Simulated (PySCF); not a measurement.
Compound: C₂H₅AsGe.
Bonds: C1–C2 (triple), C2–Ge3, Ge3–As4. Hydrogens: H5 on C1; H6, H7 on Ge3; H8, H9 on As4.

Computed with MP2 and CCSD/aug-cc-pVDZ in PySCF, restricted Hartree–Fock reference, 20 core orbitals frozen, non-relativistic, gas phase, PBE0-D3(BJ)/def2-SVP geometry.

E(HF) = -4388.10124 Eh.

(1) How large is the problem?

(2) What are the MP2 and CCSD correlation energies?

(3) What is the T1 diagnostic?

(4) How does correlation change the dipole moment?

## Answers

(1) 163 basis functions and 82 electrons; 20 orbitals frozen, which leaves o = 21 correlated occupied and v = 122 virtual orbitals. That is o·v = 2562 singles and o·v(o·v + 1)/2 = 3283203 distinct closed-shell doubles amplitudes before symmetry; the costliest CCSD step grows as o²v⁴ = 9.8 × 10^10.

(2) MP2 -0.5279 Eh and CCSD -0.5741 Eh, which gives totals of -4388.62917 and -4388.67531 Eh. That is 0.372 eV for each correlated electron at CCSD (1507 kJ/mol in all, 0.013 % of the total energy); MP2 gives 92.0 % of the CCSD value.

(3) 0.0101, below the customary warning level of 0.02. It is the norm of the spatial-orbital singles amplitudes over the root of the number of correlated electrons, so the norm is 0.065.

(4) HF gives 0.60 D and CCSD (unrelaxed density) 0.45 D, a change of -0.15 D; the two vectors are 9° apart.

Connected triples and the basis-set limit are missing.

The job also held the EOM ionisation roots. The run took 8.6 min of wall time on an Arm Neoverse V1 with one thread, no GPU, on a shared host, and the process peaked at 2.9 GiB of memory.

Conformer computed: `[CH:1]#[C:2][GeH2:3][AsH2:4]`: H–As4–Ge3–C2 -43°, H–As4–Ge3–C2 49°.

One conformer stands for the species.
